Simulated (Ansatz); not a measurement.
```yaml
crystal:
  periodic: [false, false, false]
  atoms:
    - {symbol: Cl, position_ang: [-1.040060, -1.188870, 1.752826]}
    - {symbol: C, position_ang: [-0.480212, -0.129549, 0.493112]}
    - {symbol: Ge, position_ang: [1.564663, -0.163276, 0.137180]}
    - {symbol: C, position_ang: [-1.301398, 0.282567, -0.647392]}
    - {symbol: O, position_ang: [-0.995884, 1.349661, 0.446209]}
    - {symbol: H, position_ang: [2.175466, 0.291969, 1.468126]}
    - {symbol: H, position_ang: [1.872696, 0.664429, -1.242175]}
    - {symbol: H, position_ang: [1.792834, -1.599845, -0.168008]}
    - {symbol: H, position_ang: [-2.352792, -0.137797, -0.497941]}
    - {symbol: H, position_ang: [-1.066003, 0.557133, -1.833796]}
basis:
  gaussian: {orbitals: STO-3G}
total_charge: -1
magnetization: {spin_polarized: true, initial_magnetization: 2}
hamiltonian: {xc: {name: SPW92}}
output: {forces: true}
```

```sh
$ ansatz run in.yaml --threads 4 --pin off --events-out ev --progress --plain --max-ram 10444MiB
```

Shortened log:

```
Error: a molecule whose nuclei and cores have a total charge of 74 cannot have a net charge of -1 together with 2 unpaired electrons
```

(1) What is wrong with this run?

## Answers

(1) The number of unpaired electrons doesn't fit the electron count. The input was rejected before any iteration.
